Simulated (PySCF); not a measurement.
Run record: excited-state job, `FC(F)(O[C@@]1(F)CCO1)F`.

Method: TDDFT PBE0/def2-SVPD, vertical, gas phase, core orbitals frozen in the response (PySCF 2.14.0, density-fitted response routines). Geometry: GFN2-xTB. A driver script takes a list of jobs; this job's settings line and coordinates (Å) are shown.

Command:
```bash
OMP_NUM_THREADS=1 python probes_run.py task.json out
```

Input:
```
{"job": {"kind": "uv", "xc": "PBE0", "basis": "def2-SVPD", "nstates": 6, "ntriplets": 2}, "charge": 0, "multiplicity": 1}
F      2.775274    -0.407824     1.702010
C      2.106689     0.049719     0.647883
F      2.018002     1.372383     0.788211
F      2.864638    -0.169007    -0.423269
O      0.919484    -0.571511     0.620026
C      0.019864    -0.271596    -0.410611
F      0.556492    -0.728654    -1.575964
C     -1.400668    -0.748126    -0.128043
C     -1.738856     0.745150    -0.249467
O     -0.351379     1.051802    -0.507928
H     -1.802831    -1.391699    -0.904015
H     -1.522469    -1.190517     0.854738
H     -2.082241     1.233529     0.662260
H     -2.362678     1.025878    -1.097996
```

Output:
```
coarse grid: 13344 points
cycle   1  E = -703.0852374964  dE =  1.976e+00  |g| = 1.197e+00  |ddm| = 5.143e+00
cycle   2  E = -702.8477705547  dE =  2.375e-01  |g| = 1.724e+00  |ddm| = 3.671e+00
cycle   3  E = -703.3381730472  dE = -4.904e-01  |g| = 1.061e-01  |ddm| = 2.176e+00
cycle   4  E = -703.3393598746  dE = -1.187e-03  |g| = 6.928e-02  |ddm| = 2.117e-01
cycle   5  E = -703.3402116420  dE = -8.518e-04  |g| = 9.051e-03  |ddm| = 8.481e-02
cycle   6  E = -703.3402247593  dE = -1.312e-05  |g| = 3.436e-03  |ddm| = 1.441e-02
cycle   7  E = -703.3402270193  dE = -2.260e-06  |g| = 6.041e-04  |ddm| = 3.987e-03
final grid: 135152 points
cycle   8  E = -703.4466594911  dE = -4.632e-05  |g| = 1.222e-02  |ddm| = 1.223e-01
cycle   9  E = -703.4466335487  dE =  2.594e-05  |g| = 1.724e-02  |ddm| = 3.451e-02
cycle  10  E = -703.4466868599  dE = -5.331e-05  |g| = 1.085e-03  |ddm| = 1.990e-02
cycle  11  E = -703.4466870765  dE = -2.166e-07  |g| = 3.091e-04  |ddm| = 1.545e-03
cycle  12  E = -703.4466870919  dE = -1.539e-08  |g| = 9.050e-05  |ddm| = 4.299e-04
cycle  13  E = -703.4466870933  dE = -1.422e-09  |g| = 2.739e-05  |ddm| = 1.308e-04
cycle  14  E = -703.4466870934  dE = -1.264e-10  |g| = 7.294e-06  |ddm| = 4.261e-05
converged SCF energy = -703.4466870934

Static polarisability (au): isotropic 56.820, principal 51.433 53.529 65.498

Singlet excitations
state   eV       nm        f      main configurations
  1   8.4163    147.3   0.00247   H->L 0.69, H->L+1 0.18, H->L+2 0.10
  2   8.4847    146.1   0.01216   H->L+1 0.64, H->L 0.27
  3   9.0777    136.6   0.00258   H->L+2 0.82, H->L+1 0.11
  4   9.3576    132.5   0.02216   H->L+3 0.95
  5   9.3833    132.1   0.03636   H-1->L 0.95
  6   9.5001    130.5   0.00280   H-1->L+1 0.85

Triplet excitations (Tamm-Dancoff, eV): 8.0228 8.2587
```

The SCF starts on a coarse grid where the log names one; the energy can jump when the final grid takes over, and dE then counts from the start density on the new grid. H and L stand for HOMO and LUMO; the number after each pair is its weight.

Q: Which computed singlet has the largest oscillator strength, and what do all of them sum to?

A: State 5 at 9.38 eV (132 nm), f = 0.036; the 6 states sum to 0.079.

Q: Give the mean polarisability as a volume in Å³, and the ratio of the largest to the smallest principal value.

A: 56.820 au × 0.148185 = 8.42 Å³; 65.498/51.433 = 1.27.

Summary of the converged run: HOMO -9.14 eV, LUMO 0.53 eV; lowest singlet 8.42 eV; lowest triplet 8.02 eV (Tamm–Dancoff); mean polarisability 56.8 au.

Q: How long does this job take on an Arm Neoverse V1 with one thread, on a shared host? And the peak memory of the process?

A: About 68 s, with 0.99 GiB resident at the peak, the Python interpreter and its libraries included.

One conformer stands for the species.
Labels such as C1 count atoms from 1, the log's own numbers from 0.
